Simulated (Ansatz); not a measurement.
`O[SiH2]OC=S` and `O[SiH2][O][GeH3]` differ in one atom or group.

Ansatz, PBE0-D4/def2-TZVP geometries, multiplicity 1. Each molecule was computed in one conformer, which needn't be the lowest.

Scalar relativity is left out up to krypton.

```tsv
property	`O[SiH2]OC=S`
HOMO–LUMO gap (PBE0/def2-TZVPP) / eV	4.98
size of the dipole moment (PBE/def2-TZVPP) / D	3.14
HOMO–LUMO gap (ωB97M-V/def2-TZVPP) / eV	9.37
HOMO energy (B3LYP/def2-TZVPP) / eV	-6.45
HOMO–LUMO gap (B3LYP/def2-TZVPP) / eV	4.52
LUMO energy (PBE0/def2-TZVPP) / eV	-1.71
```

Question: What does the change do to each property? (Best estimate.)

Answer: Computed: 
```csv
property,`O[SiH2][O][GeH3]`,shift
HOMO–LUMO gap (PBE0/def2-TZVPP) / eV,8.61,3.63
size of the dipole moment (PBE/def2-TZVPP) / D,1.34,-1.80
HOMO–LUMO gap (ωB97M-V/def2-TZVPP) / eV,12.63,3.26
HOMO energy (B3LYP/def2-TZVPP) / eV,-8.34,-1.89
HOMO–LUMO gap (B3LYP/def2-TZVPP) / eV,8.16,3.64
LUMO energy (PBE0/def2-TZVPP) / eV,0.07,1.78
```

With PBE0 the HOMO falls by 1.84 eV and the LUMO rises by 1.78 eV, so the gap widens by about 3.62 eV. PBE moves the HOMO by -1.64 eV and ωB97M-V by -1.92 eV. The zero-point energy changes by 17.1 kJ/mol with +3 modes. Dipoles are sizes alone; their direction can turn.

B3LYP here is the variant with VWN-RPA as its local correlation; programs differ in this.
